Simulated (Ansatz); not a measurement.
Mulliken charges of `[F][GeH2][O][SiH3]` from ωB97M-V/def2-TZVPP in Ansatz (PBE0-D4/def2-TZVP geometry).

```json
{"atom": "F1", "x (Å)": "-0.321", "y (Å)": "2.199", "z (Å)": "-0.801", "charge (e)": "-0.378"}
{"atom": "Ge2", "x (Å)": "-0.725", "y (Å)": "0.582", "z (Å)": "-1.283", "charge (e)": "0.610"}
{"atom": "O3", "x (Å)": "0.363", "y (Å)": "-0.480", "z (Å)": "-0.413", "charge (e)": "-0.486"}
{"atom": "Si4", "x (Å)": "0.750", "y (Å)": "-0.723", "z (Å)": "1.165", "charge (e)": "0.330"}
{"atom": "H5", "x (Å)": "-0.409", "y (Å)": "0.450", "z (Å)": "-2.772", "charge (e)": "0.021"}
{"atom": "H6", "x (Å)": "-2.172", "y (Å)": "0.349", "z (Å)": "-0.839", "charge (e)": "0.014"}
{"atom": "H7", "x (Å)": "1.861", "y (Å)": "0.173", "z (Å)": "1.574", "charge (e)": "-0.036"}
{"atom": "H8", "x (Å)": "-0.429", "y (Å)": "-0.459", "z (Å)": "2.035", "charge (e)": "-0.040"}
{"atom": "H9", "x (Å)": "1.171", "y (Å)": "-2.137", "z (Å)": "1.317", "charge (e)": "-0.037"}
```

Task: By hand: the dipole of these point charges (1 e Å = 4.8032 D).

Result: Σ q r = (-0.382, -0.376, -0.151) e Å, of length 0.557 e Å = 2.68 D.

Task: How does the dipole of the full density compare? (Best estimate.)

Result: The calculation gave: (-0.244, -0.247, -0.173) e Å, 1.86 D; the point charges give 1.44 times that, at 11° from its direction.

Point charges leave out the atoms' own dipoles, such as those of lone pairs, and Mulliken's split depends on the basis, so the two needn't agree.
